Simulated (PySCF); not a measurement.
NICS in rings of unrelated molecules.

NICS = −σ at a ghost point: NICS(0) at the centroid of the ring atoms, NICS(1) 1 Å to either side along the normal of their mean plane, zz for the tensor component along that normal. Level: GIAO PBE0/pcSseg-1 (PySCF, non-relativistic, gas phase) on the GFN2-xTB geometries, one conformer each. Atom numbers follow the mapped SMILES.

Question: Order these rings by mean NICS(1)zz, lowest (most negative) first (ppm).
A. ring C2–O3–C4–C5–C6 in `[O:1]=[C:2]1[O:3][CH2:4][CH:5]=[C:6]1[CH2:7][SiH2:8][F:9]`
B. ring C1–C2–C3–C4–C8–C9 in `[cH:1]1[cH:2][cH:3][c:4]([SiH:5]2[CH2:6][CH2:7]2)[cH:8][cH:9]1`
C. ring N2–C3–C4–C9–N10 in `[CH3:1][n:2]1[cH:3][c:4]([S:5](=[O:6])(=[O:7])[OH:8])[cH:9][n+:10]1[CH3:11]` (charge +1)
D. ring P5–C6–C7 in `[CH3:1][C:2](=[O:3])[CH2:4][P@H+:5]1[CH:6]=[C:7]1[CH3:8]` (charge +1)
E. ring C3–C4–C5 in `[OH:1][SiH2:2][CH:3]1[CH:4]=[CH:5]1`
F. ring C2–C3–C4–C5–C6–C7–C11 in `[CH2:1]=[C:2]1[CH:3]=[CH:4][CH:5]=[CH:6][C:7]([CH:8]([F:9])[F:10])=[CH:11]1`
G. ring Si3–C4–C5–C7 in `[CH:1]#[C:2][Si@@H:3]1[CH2:4][C:5](=[CH2:6])[C@H:7]1[CH:8]=[CH2:9]`

Answer: B (-28.0), C (-26.5), D (-15.6), E (-13.8), A (-8.0), G (3.5), F (19.9).

```
                    SMILES                                                     ring  NICS(0)  NICS(1)  NICS(1)zz  HOMA  rms pucker (Å)  ring atoms with four or more neighbours
       c1ccc([SiH]2CC2)cc1         6-membered carbocycle; formal bonds all aromatic     -7.6    -11.1      -28.0  0.99            0.00                                        0
  Cn1cc(S(=O)(=O)O)c[n+]1C      5-membered ring with 2 N; formal bonds all aromatic    -15.0    -11.3      -26.5  0.97            0.00                                        0
       CC(=O)C[P@H+]1C=C1C  3-membered ring with P; formal bonds 1 double, 2 single    -23.1     -9.9      -15.6     –            0.00                                        1
             O[SiH2]C1C=C1   3-membered carbocycle; formal bonds 1 double, 2 single    -29.8     -6.3      -13.8     –            0.00                                        1
        O=C1OCC=C1C[SiH2]F  5-membered ring with O; formal bonds 1 double, 4 single     -4.5     -4.6       -8.0     –            0.00                                        1
C#C[Si@@H]1CC(=C)[C@H]1C=C         4-membered ring with Si; formal bonds all single      2.9     -1.2        3.5     –            0.07                                        3
     C=C1C=CC=CC(C(F)F)=C1         7-membered carbocycle; formal bonds all aromatic     10.6      5.0       19.9  0.28            0.03                                        0
```

NICS(0) gives another order. The isotropic NICS(1) gives another order. HOMA uses Krygowski's 1993 parameters; it is left out where a ring has a four-coordinate atom, a triple bond, no multiple bond or a kind of bond without parameters. NICS(1) and NICS(1)zz are means over the two faces.
